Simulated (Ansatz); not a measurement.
Ansatz (a program for electronic structure) input:
A basis named .json is the Basis Set Exchange file of that set.

Ansatz 0.2 input:
```yaml
crystal:
  periodic: [false, false, false]
  atoms:
    - {symbol: N, position_ang: [-1.43470130, 1.34461493, -0.70484870]}
    - {symbol: Si, position_ang: [-1.24231777, -0.18762567, 0.02319127]}
    - {symbol: O, position_ang: [0.31600073, -0.68136946, 0.23729742]}
    - {symbol: Si, position_ang: [1.88260541, -0.20854003, 0.32712742]}
    - {symbol: H, position_ang: [-1.38126514, 2.20143401, -0.17890162]}
    - {symbol: H, position_ang: [-1.29869812, 1.49916321, -1.69047289]}
    - {symbol: H, position_ang: [-1.86562023, -1.19824211, -0.85246120]}
    - {symbol: H, position_ang: [-1.86819443, -0.11883608, 1.35866278]}
    - {symbol: H, position_ang: [2.72963092, -1.43159579, 0.34807468]}
    - {symbol: H, position_ang: [2.23502348, 0.63304783, -0.85380197]}
basis:
  gaussian:
    orbitals: aug-cc-pV_Q+d_Z.json
magnetization: {spin_polarized: true, initial_magnetization: 1}
correlation: {method: ccsd_t, electrons: outside_noble_gas}
```

Task: Predict the final energy.

Result: -711.66319 Eh (CCSD(T)/aug-cc-pV(Q+d)Z). The basis has 614 functions.

It need not be the lowest isomer of its formula.
